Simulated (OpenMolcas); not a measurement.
Ti2+: moving or changing the point charges

Ti2+ among 6 point charges of -2 e arranged as an octahedron (Oh), 2.06 Å from the ion.
```
   2.0600    0.0000    0.0000  -2.00
   0.0000    2.0600    0.0000  -2.00
  -2.0600    0.0000    0.0000  -2.00
   0.0000   -2.0600    0.0000  -2.00
   0.0000    0.0000    2.0600  -2.00
   0.0000    0.0000   -2.0600  -2.00
```

```
Program             : OpenMolcas
Method              : CASSCF
Basis               : ANO-RCC-VDZP [5s4p2d1f]
Scalar Hamiltonian  : DKH2, point nucleus
Active space        : 2 electrons in 5 orbitals (3d)
State averaging     : 2S+1 = 3 even, 10 roots; 2S+1 = 1 even, 15 roots
Spin-orbit coupling : state interaction with AMFI integrals over the reference wave functions
```

Runs around this geometry, states (labels of O, the rotations of Oh). Energies in cm-1 above the lowest state or level, χT in cm3 K/mol; under a threefold ground state the first gap can be a small split of the lowest multiplet, not the spin-orbit step; 10Dq and B are least-squares fits to the states below 45000 cm-1, weighted by degeneracy, with a free offset, and given where the rms deviation is under 5 % of |10Dq| (or 100 cm-1) and under 700 cm-1.

| R (Å) | q (e) | Ground state | First state of that spin | 10Dq | B (rms of fit) | First gap with spin-orbit (degeneracies) | χT at 300 K | First state of another spin |
| --- | --- | --- | --- | --- | --- | --- | --- | --- |
| 2.06 | -1.3 | 3T1 | 3T2 6104 | 7723 | 843 (263) | 4.7 (2, 3) | 1.150 | 1T2 11394 |
| 1.96 | -2 | 3T1 | 3T2 12450 |  |  | 1.8 (2, 3) | 1.163 | 1T2 10200 |
| 2.06 | -2 | 3T1 | 3T2 9798 | 12465 | 781 (568) | 2.6 (2, 3) | 1.155 | 1T2 10741 |
| 2.23 | -2 | 3T1 | 3T2 6696 | 8582 | 833 (342) | 4.2 (2, 3) | 1.149 | 1T2 11293 |

Taking the first state of the same spin as R^-n, n = -ln(6696 / 12450) / ln(2.23 / 1.96) = 4.8 between the shortest and longest distance.

Scaling the charges by -1.3 / -2 = 0.65 scales |10Dq| by 7723 / 12465 = 0.62; with fixed orbitals a first-order splitting would follow the charge.

An orbital triplet at a regular site is open to Jahn-Teller coupling, which can distort the site and quench the lowest spin-orbit gaps and is left out. Without dynamic correlation the repulsion within the d shell is too large (B by tens of per cent), so at a given field states of lower spin stand too high. Point charges carry no covalency, so the field is a model and not that of real ligands. No measured value stands beside these numbers.
